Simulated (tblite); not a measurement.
C6H6N (charge -1).
Atom-mapped SMILES: `[C-:1]#[C:2][CH2:3][C@@H:4]([CH3:5])[C:6]#[N:7]` (hydrogens: H8, H9 on C3; H10 on C4; H11, H12, H13 on C5)

Computed geometry: GFN2-xTB, gas phase.

**Question.** What internal coordinates does the optimisation give?

**Answer.** 
```csv
bond,length (bohr),order
C1≡C2,2.321,triple
C2–C3,2.792,single
C3–C4,2.960,single
C4–C5,2.890,single
C4–C6,2.700,single
C6≡N7,2.183,triple
C3–H8,2.089,single
C3–H9,2.088,single
C4–H10,2.077,single
"C5–H11, C5–H12, C5–H13",2.061,single
```

Bonds in one row agree within 0.02 bohr and their mean is given. Orders are formal, as drawn. A selection of angles:
```csv
angle,degrees
C1–C2–C3,178.0
C2–C3–C4,110.4
C2–C3–H8,111.7
C2–C3–H9,111.7
C4–C3–H8,107.8
C4–C3–H9,107.9
H8–C3–H9,107.1
C3–C4–C5,109.9
C3–C4–C6,109.1
C3–C4–H10,107.8
C5–C4–C6,111.6
C5–C4–H10,109.3
C6–C4–H10,109.1
C4–C5–H11,110.5
C4–C5–H12,107.4
H11–C5–H12,108.7
C4–C6–N7,174.7
```

Dihedral angles: C2–C3–C4–C5 58° (synclinal).

Of the pairs four or more bonds apart, C2···H12 is among the closest relative to their van der Waals radii: 2.45 Å, 84 % of the sum of Bondi's values. The 5 C–C bonds span 1.228 Å (C1≡C2, drawn triple) to 1.566 Å (C3–C4, drawn single), a spread of 0.338 Å.

Point group: C1 (no symmetry element, even within 0.4 Å). Its GFN2-xTB frequencies are all real (lowest 76 cm⁻¹). 3 starts were optimised and ended at 0.00, 0.00 and 4.62 kcal/mol (GFN2-xTB); the lowest of these is shown.

One conformer stands for the species.
